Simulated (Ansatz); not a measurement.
C2H9ClO5W (`C[O][W]([OH])([OH])([OH])([Cl])[O]C`) at its PBE0-D4/def2-TZVP geometry, where that method's forces vanish. Total charge 0; spin multiplicity 1. W takes the def2 core potential.

```xyz
18

C    -0.7085    0.3647   -2.4260
O     0.2715   -0.2615   -1.6597
W     0.6356   -0.6034    0.1252
O     0.5386   -0.8217    2.0143
O     2.4746   -0.2523    0.1363
O     1.0697   -2.4354   -0.1581
Cl   -1.6683   -1.4069    0.2297
O     0.0076    1.1394    0.4248
C    -0.6210    1.8340    1.4558
H    -1.6254   -0.2316   -2.4039
H    -0.3507    0.4544   -3.4538
H    -0.9171    1.3582   -2.0153
H    -0.2790   -1.0896    2.4390
H     3.1189   -0.9603    0.2310
H     0.4300   -3.1472   -0.1043
H    -0.4485    2.9045    1.3215
H    -1.6983    1.6399    1.4167
H    -0.2294    1.5149    2.4267
```

(1) What forces (eV/Å) does ωB97M-V/def2-TZVPP give on these atoms in Ansatz 0.2.0? (An estimate is asked.)

Results:

(1) Ansatz gave: 
```
C1  -0.355  0.204 -0.259
O2   0.312 -0.211  0.336
W3   0.098  0.177 -0.116
O4  -0.047 -0.004 -0.003
O5  -0.078 -0.079  0.010
O6  -0.027 -0.006  0.012
Cl7 -0.037 -0.014  0.006
O8   0.213 -0.299 -0.318
C9  -0.231  0.244  0.351
H10  0.087  0.061 -0.006
H11 -0.038 -0.002  0.100
H12  0.018 -0.084 -0.036
H13  0.030  0.015 -0.007
H14 -0.012  0.037 -0.007
H15  0.018  0.023 -0.009
H16 -0.013 -0.104  0.021
H17  0.100  0.009  0.009
H18 -0.039  0.036 -0.086
```
